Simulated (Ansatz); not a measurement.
Isomers of Ge₃Sb₂⁻ (doublet), found by a short tight-binding search and relaxed with r2SCAN-D4/def2-SVPD in Ansatz.

In the def2 sets Sb takes a core potential; there is no spin–orbit coupling. Correlated methods freeze 35 core orbitals; core or outer-core shells of Sb, Ge are correlated, in sets that lack core-valence functions.

Run but left out: HF/STO-3G, HF/def2-TZVPD, MP2/def2-TZVPD (D: ⟨S²⟩ 1.52 to 1.76, where a pure state has 0.75); HF/STO-3G (E: ⟨S²⟩ 1.14, where a pure state has 0.75).

B: At PBE-D4/def2-TZVPD, r2SCAN-D4/def2-TZVPD, B97M-V/def2-TZVPD the highest occupied level of the charge -1 doublet lies above zero (up to 0.53 eV). It is a level of α spin, whose loss leaves a singlet; that state wasn't run at this geometry and level. The electron is either unbound and held by the finite basis, or the level is raised by self-interaction error. C: At PBE-D4/def2-TZVPD, r2SCAN-D4/def2-TZVPD, B97M-V/def2-TZVPD the highest occupied level of the charge -1 doublet lies above zero (up to 0.34 eV). It is a level of α spin, whose loss leaves a singlet; that state wasn't run at this geometry and level. The electron is either unbound and held by the finite basis, or the level is raised by self-interaction error. D: At BHLYP-D4/def2-TZVPD, B2PLYP/def2-TZVPD the charge -1 doublet is spin-contaminated (final ⟨S²⟩ up to 0.89, 0.75 for a pure state).

Other spin states weren't relaxed.

A:

```xyz
5

Sb    0.1690   -1.3768   -1.4924
Sb   -0.3793    0.9278    1.7739
Ge   -1.7608   -0.0257   -0.2775
Ge    0.6035    1.2882   -0.8076
Ge    1.3677   -0.8135    0.8036
```

B:

```csv
atom,x (Å),y (Å),z (Å)
Sb1,0.1051,0.7428,1.5488
Sb2,1.8372,-1.1052,0.1439
Ge3,-1.7611,0.8089,-0.6168
Ge4,0.6790,0.9745,-1.1647
Ge5,-0.8602,-1.4210,0.0888
```

C:

```xyz
5

Sb   -0.600    0.894    1.469
Sb   -1.151   -1.196   -0.383
Ge   -0.735    1.461   -1.195
Ge    1.301   -0.013   -1.068
Ge    1.186   -1.146    1.176
```

D:

| atom | x (Å) | y (Å) | z (Å) |
| --- | --- | --- | --- |
| Sb1 | -0.136 | -1.794 | -1.068 |
| Sb2 | -0.745 | 1.049 | -1.650 |
| Ge3 | -0.213 | 2.517 | 0.376 |
| Ge4 | 0.333 | 0.282 | 1.029 |
| Ge5 | 0.762 | -2.054 | 1.313 |

E:

```xyz
5

Sb   -0.6172   -1.4171   -1.4800
Sb    1.5975    0.0947   -2.0777
Ge    0.8088    0.7262    0.2839
Ge   -1.5261   -0.4937    0.9623
Ge   -0.2630    1.0898    2.3115
```

**Question.** Estimate which lies lowest at each level, and how far above it the others are (kJ/mol).

**Answer.** 
| level | A | B | C | D | E |
| --- | --- | --- | --- | --- | --- |
| PBE-D4/def2-TZVPD | 0.0 | 2.2 | 7.5 | 81.4 | 96.6 |
| r2SCAN-D4/def2-TZVPD | 0.0 | 2.0 | 7.6 | 79.5 | 93.2 |
| B97M-V/def2-TZVPD | 3.7 | 0.0 | 2.6 | 88.9 | 101.9 |
| PBE0-D4/def2-TZVPD | 0.0 | 0.3 | 2.9 | 91.5 | 104.4 |
| BHLYP-D4/def2-TZVPD | 0.0 | 2.1 | 0.3 | 86.0 | 98.8 |
| B2PLYP/def2-TZVPD | 0.0 | 3.1 | 7.2 | 87.1 | 96.7 |
| RPA@PBE/def2-TZVPD | 0.0 | 1.7 | 4.2 | 85.5 | 98.4 |
Point groups (tolerance 0.1 Å): A C2v, B Cs, C Cs, D C2v, E not assigned. B and C have the same bonds, so they are conformers or stereoisomers. Lower isomers may exist.
